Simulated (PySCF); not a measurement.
# J couplings in C$_{2}$F$_{6}$

Molfile (atoms numbered from 1):
```
C2F6
     RDKit          3D

  8  7  0  0  0  0  0  0  0  0999 V2000
    1.3994   -0.2923   -1.0318 F   0  0  0  0  0  0  0  0  0  0  0  0
    0.7682   -0.0692    0.1148 C   0  0  0  0  0  0  0  0  0  0  0  0
    1.2603    1.0389    0.6560 F   0  0  0  0  0  0  0  0  0  0  0  0
    1.0167   -1.0833    0.9352 F   0  0  0  0  0  0  0  0  0  0  0  0
   -0.7658    0.0727   -0.1223 C   0  0  0  0  0  0  0  0  0  0  0  0
   -1.0204    1.0847   -0.9430 F   0  0  0  0  0  0  0  0  0  0  0  0
   -1.2564   -1.0378   -0.6602 F   0  0  0  0  0  0  0  0  0  0  0  0
   -1.3928    0.2957    1.0267 F   0  0  0  0  0  0  0  0  0  0  0  0
  1  2  1  0
  2  3  1  0
  2  4  1  0
  2  5  1  0
  5  6  1  0
  5  7  1  0
  5  8  1  0
M  END
```

Method: B3LYP/pcJ-1//GFN2-xTB, PySCF 2.14.0 with density-fitted response routines; isolated molecule, single conformer, non-relativistic. Couplings are averaged over pairs made equivalent by symmetry, fast rotation or ring inversion, so a value needn't be that of the named pair in this geometry, while other rotamers aren't included; one pair stands for each set, and the list holds those of at least 0.8 Hz over up to four bonds. One-bond C–F couplings come out tens of Hz too large with common functionals.

Isotopes: 19F, 13C.

```tsv
pair	bonds	J (Hz)
F1, C2	1	-361.7
C2, C5	1	119.2
F1, F3	2	?
F1, C5	2	48.3
F1, F6	3	?
```

Question: Estimate the withheld couplings, with signs.

Answer: 
- 2J(F1,F3) = 63.9 Hz
- 3J(F1,F6) = 2.8 Hz (mean over equivalent pairs that range from -14.7 to 37.2 Hz in this conformer)
